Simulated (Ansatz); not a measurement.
A nudged elastic band was laid between two geometries of ClH3O2Si + H2O (10 atoms, charge 0, multiplicity 1).

Computed with RKS CAM-B3LYP/def2-SVP (Ansatz 0.2.0).

```
movable images  : 7
climbing image  : yes
spring          : 5.0 eV/Å²
optimiser       : quadratic models (default)
start path      : through a guess of the saddle point
force threshold : 0.05 eV/Å
iteration limit : 60
end points      : relaxed
```

Image 0:

```xyz
10
Properties=species:S:1:pos:R:3
Si -0.145 -0.223 0.124
Cl -0.412 -0.429 2.172
O 1.463 -0.200 -0.268
H 1.817 -1.051 -0.554
H -0.834 0.981 -0.340
O -0.712 -1.607 -0.574
H -1.473 -2.052 -0.186
O 1.351 2.168 1.068
H 1.927 1.562 0.578
H 1.383 1.832 1.973
```

Image 8:

```xyz
10
Properties=species:S:1:pos:R:3
Si 0.382 0.192 -0.480
Cl -0.625 -0.086 3.225
O 1.599 -0.341 -1.444
H 2.044 -1.157 -1.188
H -0.389 1.140 -1.301
O -0.464 -1.072 0.116
H -0.774 -1.044 1.034
O 0.960 0.995 0.882
H 1.440 1.822 0.753
H 0.190 0.530 2.395
```

Task: Which bonds break or form, and what moves?

Result: Bonds broken: Si1–Cl2, O8–H10. Bonds formed: Si1–O8, Cl2–H10. ClH3O2Si + H2O becomes ClH + H4O3Si.

Task: Give the energies along the band, and the barrier.

Result: The run converged. The highest image is number 4 of 0 to 8, 56.1 kJ/mol above the first end and 81.7 kJ/mol above the last; the last end lies 25.6 kJ/mol below the first. A vibrational analysis at the climbing image gives one clearly imaginary mode, 151i cm⁻¹: a first-order saddle point. The orbitals stay closed-shell, which can raise the energy where a bond breaks towards radicals; this wasn't checked here.

| image | path coordinate (Å) | energy (kJ/mol) | Si1–Cl2 (Å) | O8–H10 (Å) | Si1–O8 (Å) |
| --- | --- | --- | --- | --- | --- |
| 0 | 0.00 | 0.0 | 2.08 | 0.97 | 2.97 |
| 1 | 0.79 | 5.3 | 2.10 | 0.97 | 2.52 |
| 2 | 1.59 | 27.6 | 2.17 | 0.97 | 2.15 |
| 3 | 2.38 | 49.0 | 2.27 | 0.98 | 1.97 |
| 4 | 3.18 | 56.1 | 2.51 | 1.00 | 1.85 |
| 5 | 4.00 | 6.4 | 3.02 | 1.49 | 1.70 |
| 6 | 4.82 | -22.0 | 3.59 | 1.79 | 1.68 |
| 7 | 5.64 | -23.1 | 3.74 | 1.77 | 1.68 |
| 8 | 6.46 | -25.6 | 3.85 | 1.76 | 1.68 |

Task: What is the geometry of the highest image?

Result: 
```xyz
10
Properties=species:S:1:pos:R:3:forces:R:3
Si 0.146 0.155 -0.064 -0.01 -0.01 0.00
Cl -1.231 0.387 2.022 0.00 0.00 0.00
O 1.515 0.104 -1.029 0.00 0.00 -0.01
H 1.670 -0.751 -1.446 0.00 0.00 0.00
H -0.805 1.045 -0.729 0.01 0.00 0.00
O -0.087 -1.463 0.141 0.00 0.00 0.00
H -0.750 -1.645 0.823 0.00 0.00 0.00
O 1.153 1.136 1.139 0.01 0.01 -0.03
H 2.106 0.949 1.134 0.00 0.00 0.01
H 0.645 1.063 2.003 -0.01 0.00 0.02
```

Task: What are the harmonic wavenumbers there?

Result: 151i, 102, 205, 274, 332, 352, 373, 451, 551, 578, 641, 757, 821, 859, 901, 913, 960, 1027, 1342, 2371, 3188, 3803, 3829, 3909 cm⁻¹.

The band took 15 iterations and of the order of 9 core-minutes.

Time of the run: 2.5 min on 4 threads of Arm Neoverse V2, with other jobs on the host, peak memory 0.27 GiB.
